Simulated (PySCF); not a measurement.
Molecule: SMILES [C@H](C)(F)[C@H](F)OC(F)F, C4H6F4O.

Bonds (- single, = double, # triple, : aromatic): C1-C2, C2-F3, C2-C4, C4-F5, C4-O6, O6-C7, C7-F8, C7-F9. C1 carries H10, H11, H12; C2 carries H13; C4 carries H14; C7 carries H15. Stereochemistry as in C[C@@H](F)[C@H](F)OC(F)F.

Frames of a GFN2-xTB Langevin trajectory at 400 K; GIAO PBE0/pcSseg-1 shieldings in PySCF 2.14.0 with density-fitted response routines, gas phase, non-relativistic; equivalent atoms averaged within each frame.

Scale: $^{13}$C (σ = 186.93 ppm), $^{1}$H (σ = 31.72 ppm) vs TMS; CFCl3 for $^{19}$F (σ = 170.95 ppm); H2O for $^{17}$O (σ = 336.08 ppm) (reference shieldings calculated alike). The references are static minima.

Q: How do the shifts (ppm) fluctuate along the trajectory?

A: 
| time (fs) | C7 | C4 | C2 | C1 | F9 | F8 | F5 | F3 | O6 | H14 |
| --- | --- | --- | --- | --- | --- | --- | --- | --- | --- | --- |
| optimised geometry | 122.3 | 113.7 | 94.4 | 18.4 | -107.0 | -112.4 | -167.1 | -220.9 | 158.1 | 5.84 |
| 250 | 123.0 | 117.5 | 86.2 | 14.7 | -105.5 | -111.9 | -146.2 | -232.2 | 158.8 | 7.09 |
| 425 | 127.2 | 111.1 | 101.7 | 11.3 | -69.4 | -92.6 | -170.3 | -206.4 | 160.6 | 5.28 |
| 625 | 123.7 | 111.0 | 94.2 | 19.3 | -87.0 | -65.4 | -179.8 | -214.0 | 145.9 | 4.93 |
| 800 | 114.5 | 114.5 | 87.7 | 20.4 | -94.0 | -116.1 | -188.4 | -227.8 | 138.8 | 6.01 |
| 1000 | 132.0 | 115.4 | 99.7 | 24.1 | -65.6 | -90.2 | -149.9 | -170.4 | 148.2 | 5.62 |
| mean of frames | 124.1 | 113.9 | 93.9 | 18.0 | -84.3 | -95.3 | -166.9 | -210.1 | 150.5 | 5.78 |
| standard deviation | 6.4 | 2.8 | 7.0 | 5.0 | 16.7 | 20.2 | 18.4 | 24.5 | 9.2 | 0.83 |

5 frames give an uncertainty of the mean of about the standard deviation over 2.2 at best, since frames this close in time may not be independent; classical motion lacks zero-point vibration, and the reference would need the same averaging.
